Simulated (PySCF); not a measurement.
GeCl₂, SMILES [Cl][Ge][Cl] (connectivity only; charge and spin as stated), neutral, multiplicity 1.

The structure is a stationary point at PBE0-D3(BJ)/def2-TZVP. The isomer is the one that the SMILES or the coordinates give; other isomers of the formula were not compared.

Two levels are set side by side: PBE/def2-TZVPD (PySCF) and ωB97X/def2-TZVPD (PySCF). Same geometry, gas phase. Differences are taken from unrounded values.

| quantity | ωB97X | PBE | PBE minus ωB97X |
|---|---|---|---|
| orbital gap (eV) | 9.20 | 3.21 | -5.99 |
| highest occupied level (eV) | -10.36 | -7.07 | 3.29 |
| lowest empty level (eV) | -1.15 | -3.86 | -2.70 |
| dipole moment (D) | 2.08 | 1.84 | -0.23 |
| mean polarisability (bohr³) | 60.7 | 63.4 | 2.7 |

PBE's occupied levels lie high since its potential decays too fast outside the molecule; exact exchange lowers them and widens the gap. PBE's more diffuse valence density responds more strongly to a field. Differences between two approximate levels are no errors against the true value.

Rough cost on one machine, each run with all the roots and properties that it gave: ωB97X against PBE within a factor of 2.
